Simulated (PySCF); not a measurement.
CH₁₀N₂Si₃, SMILES N[Si@@]1([SiH3])NC[SiH2]1.

The structure is a stationary point at PBE0-D3(BJ)/def2-SVP. The structure was generated by enumeration; whether it is a known compound was not checked. One conformer was computed; it need not be the lowest.

Two levels are set side by side: PBE/def2-TZVP (PySCF) and r2SCAN/def2-TZVP (PySCF). Same geometry, gas phase. Differences are taken from unrounded values.

```
quantity                     r2SCAN    PBE  PBE minus r2SCAN
---------------------------  ------  -----  ----------------
orbital gap (eV)               4.69   4.24             -0.45
highest occupied level (eV)   -5.43  -5.22              0.21
lowest empty level (eV)       -0.74  -0.98             -0.24
dipole moment (D)              1.51   1.55              0.04
```

Rough cost on one machine, each run with all the roots and properties that it gave: r2SCAN against PBE about 2 times.
